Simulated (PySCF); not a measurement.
## Au (gold, neutral): UHF calculation

Configuration: [Xe] 4f14 5d10 6s1, 2S determinant. All numbers are calculated (PySCF 2.14, a scalar-relativistic core potential, in def2-QZVPPD with the def2 core potential (60 electrons) (7s5p4d4f2g, 88 functions)).

| Quantity | Value |
| --- | --- |
| Total energy | -134.789917 hartree |
| One-electron energy | -239.0185 hartree |
| Hartree (Coulomb) energy | 116.2025 hartree |
| Exchange energy | -11.9740 hartree |
| ⟨S²⟩ | 0.7528 |
| ⟨L²⟩ | 0.000 |
| Sum of ⟨r⟩ | 27.66 bohr |
| Sum of ⟨r²⟩ | 51.36 bohr² |

```
shell  electrons  mean orbital energy (eV)  rms radius, mean of both spins (bohr)
 5s α          1                   -127.59                                   1.01
 5s β          1                   -127.55                                   1.01
 5p β          3                   -74.242                                   1.17
 5p α          3                   -74.133                                   1.17
 5d α          5                   -12.456                                   1.74
 5d β          5                   -12.225                                   1.74
 6s α          1                    -7.949                                   3.30
```

Energies and moments cover only the electrons outside the core potential. Spin-orbit coupling, which splits the p, d and f shells strongly at this Z, is absent.
